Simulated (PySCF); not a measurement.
BF₃ (SMILES FB(F)F), singlet, geometry from GFN2-xTB, with bond 3-1 at 2.4 times its length; CASSCF(6,7)/cc-pVDZ (PySCF).

PySCF was given this input:
```python
from pyscf import gto, scf, mcscf
import numpy

mol = gto.M(
    atom='''
B    -0.000000    0.000000   -0.000000
F    -0.006598    1.300362   -0.000881
F     2.710661   -1.546717    0.007804
F    -1.122844   -0.655897   -0.002371
''',
    basis='cc-pvdz',
    charge=0,
    spin=0,
    verbose=4,
)

mf = scf.RHF(mol)
mf.kernel()
mc = mcscf.CASSCF(mf, 7, 6)
mc.fix_spin_(ss=0.0)
mc.kernel()
occ = numpy.linalg.eigvalsh(mc.fcisolver.make_rdm1(mc.ci, mc.ncas, mc.nelecas))[::-1]
ss = mc.fcisolver.spin_square(mc.ci, mc.ncas, mc.nelecas)[0]
print('natural occupations', occ.round(4), ' <S^2>', round(ss, 4))
```

What the program printed (banner, timings and long lists left out):

```
PySCF version 2.14.0

[INPUT] verbose = 4
[INPUT] num. atoms = 4
[INPUT] num. electrons = 32
[INPUT] charge = 0
[INPUT] spin (= nelec alpha-beta = 2S) = 0
[INPUT] symmetry False subgroup None
[INPUT] Mole.unit = angstrom
[INPUT] Symbol           X                Y                Z      unit          X                Y                Z       unit  Magmom
[...]
nuclear repulsion = 85.0675796474046
number of shells = 20
number of NR pGTOs = 104
number of NR cGTOs = 56
basis = cc-pvdz
ecp = {}

******** <class 'pyscf.scf.hf.RHF'> ********
method = RHF
initial guess = minao
damping factor = 0
level_shift factor = 0
DIIS = <class 'pyscf.scf.diis.CDIIS'>
diis_start_cycle = 1
diis_space = 8
diis_damp = 0
SCF conv_tol = 1e-09
SCF conv_tol_grad = None
SCF max_cycles = 50
direct_scf = True
direct_scf_tol = 1e-13
Set gradient conv threshold to 3.16228e-05
Initial guess from minao.
init E= -322.869580069442
[...]
cycle= 1 E= -322.632339131349  delta_E= 0.237  |g|= 0.966  |ddm|= 1.69
[...]
cycle= 2 E= -322.063849729068  delta_E= 0.568  |g|= 1.75  |ddm|= 2.16
[...]
cycle= 3 E= -322.825025666518  delta_E= -0.761  |g|= 0.351  |ddm|= 1.77
[...]
cycle= 4 E= -322.854056947688  delta_E= -0.029  |g|= 0.0922  |ddm|= 0.287
[...]
cycle= 5 E= -322.857347307283  delta_E= -0.00329  |g|= 0.0391  |ddm|= 0.133
[...]
cycle= 6 E= -322.857602020294  delta_E= -0.000255  |g|= 0.0313  |ddm|= 0.038
[...]
cycle= 7 E= -322.857757515051  delta_E= -0.000155  |g|= 0.0119  |ddm|= 0.0165
[...]
cycle= 8 E= -322.857784221805  delta_E= -2.67e-05  |g|= 0.001  |ddm|= 0.00969
[...]
cycle= 9 E= -322.857784494978  delta_E= -2.73e-07  |g|= 0.000141  |ddm|= 0.00102
[...]
cycle= 10 E= -322.857784506947  delta_E= -1.2e-08  |g|= 3.68e-05  |ddm|= 0.000253
[...]
cycle= 11 E= -322.857784507564  delta_E= -6.17e-10  |g|= 9.79e-06  |ddm|= 5.65e-05
[...]
Extra cycle  E= -322.857784507578  delta_E= -1.45e-11  |g|= 6.87e-06  |ddm|= 9.67e-06
converged SCF energy = -322.857784507578

******** <class 'pyscf.mcscf.mc1step.CASSCF'> ********
CAS (3e+3e, 7o), ncore = 13, nvir = 36
max_cycle_macro = 50
max_cycle_micro = 4
conv_tol = 1e-07
conv_tol_grad = None
orbital rotation max_stepsize = 0.02
orbital rotation threshold for CI restart = 0.01
augmented hessian ah_max_cycle = 30
augmented hessian ah_conv_tol = 1e-12
augmented hessian ah_linear dependence = 1e-14
augmented hessian ah_level shift = 1e-08
augmented hessian ah_start_tol = 2.5
augmented hessian ah_start_cycle = 3
augmented hessian ah_grad_trust_region = 3
[...]
natorb = False
canonicalization = True
sorting_mo_energy = False
ao2mo_level = 2
internal_rotation = False
******** <class 'pyscf.fci.addons.SpinPenaltyFCISolver'> ********
max. cycles = 50
conv_tol = 1e-08
davidson only = True
linear dependence = 1e-12
level shift = 0.001
max iter space = 12
nroots = 1
pspace_size = 400
spin = None
CASCI E = -322.948916031756  S^2 = 0.0000000
Set conv_tol_grad to 0.000316228
macro iter   1 ( 20 JK    4 micro), CASSCF E = -322.994769788169  dE = -4.58537564e-02  S^2 = 0.0000000
               |grad[o]|=0.397  |grad[c]|=0.0485  |ddm|=0.135  |maxRot[o]|=0.214
macro iter   2 ( 21 JK    4 micro), CASSCF E = -323.000522980101  dE = -5.75319193e-03  S^2 = 0.0000000
               |grad[o]|=0.0659  |grad[c]|=0.021  |ddm|=0.0107  |maxRot[o]|=0.314
macro iter   3 ( 21 JK    4 micro), CASSCF E = -323.014075638103  dE = -1.35526580e-02  S^2 = 0.0000000
               |grad[o]|=0.0499  |grad[c]|=0.026  |ddm|=0.0107  |maxRot[o]|=0.314
macro iter   4 ( 21 JK    4 micro), CASSCF E = -323.030435614481  dE = -1.63599764e-02  S^2 = 0.0000000
               |grad[o]|=0.0456  |grad[c]|=0.0228  |ddm|=0.00637  |maxRot[o]|=0.314
macro iter   5 ( 21 JK    4 micro), CASSCF E = -323.039616139646  dE = -9.18052516e-03  S^2 = 0.0000000
               |grad[o]|=0.0277  |grad[c]|=0.0166  |ddm|=0.00414  |maxRot[o]|=0.314
macro iter   6 ( 21 JK    4 micro), CASSCF E = -323.046301515437  dE = -6.68537579e-03  S^2 = 0.0000000
               |grad[o]|=0.0188  |grad[c]|=0.0105  |ddm|=0.00233  |maxRot[o]|=0.314
macro iter   7 ( 21 JK    4 micro), CASSCF E = -323.049466752546  dE = -3.16523711e-03  S^2 = 0.0000000
               |grad[o]|=0.00998  |grad[c]|=0.00425  |ddm|=0.0019  |maxRot[o]|=0.314
macro iter   8 (  9 JK    2 micro), CASSCF E = -323.049669158034  dE = -2.02405487e-04  S^2 = 0.0000000
               |grad[o]|=0.00218  |grad[c]|=0.000366  |ddm|=0.000563  |maxRot[o]|=0.105
macro iter   9 (  3 JK    1 micro), CASSCF E = -323.049669168499  dE = -1.04650439e-08  S^2 = 0.0000000
               |grad[o]|=9.89e-05  |grad[c]|=7.81e-05  |ddm|=    0  |maxRot[o]|=0.000337
1-step CASSCF converged in   9 macro (158 JK  31 micro) steps
CASSCF canonicalization
Density matrix diagonal elements [1.98746278 1.98735572 1.29889396 0.69127307 0.01225348 0.01040059
 0.0123604 ]
CASSCF energy = -323.049669168499
CASCI E = -323.049669168499  E(CI) = -13.4298378702582  S^2 = 0.0000000
natural occupations [1.9876 1.9876 1.3442 0.6517 0.0121 0.0121 0.0046]  <S^2> 0.0
```
